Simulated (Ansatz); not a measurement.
Reactions of C2H6AlClS, SMILES `C[S][Al]([CH3])[Cl]`.

Computed with Ansatz on PBE0-D4/def2-TZVP structures; ΔE is electronic, products minus reactants. CCSD(T)/CBS is the MP2 limit (def2-TZVPP, def2-QZVPP) plus CCSD(T) − MP2 in def2-TZVPP, frozen cores. This one scheme is used for every species. Functionals use def2-TZVPP. For Br, Ge, Se outer-core shells are correlated without core-valence functions, which leaves a few kJ/mol of doubt a bond. Scalar relativity is left out up to krypton. One conformer a species, not always the lowest.

| reaction | CCSD(T)/CBS(def2) (eV) |
| --- | --- |
| `C[S][Al]([CH3])[Cl]` + `FB(Cl)[SeH]` → `C[Se]B(F)Cl` + `C[S][AlH][Cl]` | 0.51 |
| `C[S][Al]([CH3])[Cl]` + `[OH][GeH]([OH])[Cl]` → `C[O][GeH]([OH])[Cl]` + `[CH3][Al]([SH])[Cl]` | 0.39 |
| `C[S][Al]([CH3])[Cl]` + `[OH][Al]([F])[Br]` → `C[O][Al]([F])[Br]` + `C[S][AlH][Cl]` | ? |
| `C[S][Al]([CH3])[Cl]` + `N=O` → `CN=O` + `[CH3][Al]([SH])[Cl]` | -0.35 |

Q: Fill in the missing values. (Estimate.)

A: The calculation gave: `C[S][Al]([CH3])[Cl]` + `[OH][Al]([F])[Br]` → `C[O][Al]([F])[Br]` + `C[S][AlH][Cl]`: +1.17 eV.

Largest T1 diagnostic: 0.015, for `N=O`.
